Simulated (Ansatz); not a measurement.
Relaxing a trial structure of ClH5O2SbSi+

The starting geometry of this gas-phase singlet was optimised with GFN2-xTB; its bonds are those of `O[SiH2][OH+][SbH][Cl]`.

```xyz
10

Cl    2.2888   -0.5500   -0.3254
O    -0.4660   -1.0443   -2.1416
O    -1.2221   -0.0531   -0.0682
Sb    0.9473    0.7283   -1.6751
Si   -1.6966   -1.2920   -1.0080
H    -0.3667   -1.6667   -2.8670
H     1.7025    0.1637   -3.1088
H    -1.6800    0.1670    0.7430
H    -1.4247   -2.5779   -0.3981
H    -2.9364   -1.0021   -1.6999
```

Q: Where would you expect an optimisation with BLYP-D3(BJ)/def2-SVP to take it?

A: It keeps its bonds, and is `O[SiH2][OH+][SbH][Cl]`.

The energy falls by 0.30 eV over 23 steps:

```tsv
step	E − E(last) (eV)
1	0.298
3	0.029
6	0.009
8	0.007
11	0.007
13	0.006
16	0.001
18	0.000
21	0.000
23	0.000
```

Final geometry (Å):

```yaml
atoms:
  - { symbol: Cl, position_ang: [2.3614, -0.6596, -0.3481] }
  - { symbol: O, position_ang: [-0.4921, -0.9067, -2.1810] }
  - { symbol: O, position_ang: [-1.2420, -0.1156, 0.1019] }
  - { symbol: Sb, position_ang: [1.0141, 0.7208, -1.7218] }
  - { symbol: Si, position_ang: [-1.7172, -1.3095, -0.9587] }
  - { symbol: H, position_ang: [-0.1814, -1.6054, -2.7983] }
  - { symbol: H, position_ang: [1.7471, 0.1620, -3.2125] }
  - { symbol: H, position_ang: [-1.8761, 0.3782, 0.6564] }
  - { symbol: H, position_ang: [-1.4065, -2.6962, -0.5335] }
  - { symbol: H, position_ang: [-3.0613, -1.0951, -1.5531] }
```

Frequencies at the end are all real (lowest 50 cm⁻¹). Atoms past krypton carry core potentials, without spin–orbit terms. Run with Ansatz 0.2.0, 24 s on 2 threads of Intel(R) Xeon(R) 6975P-C (Granite Rapids), with other jobs on the host.
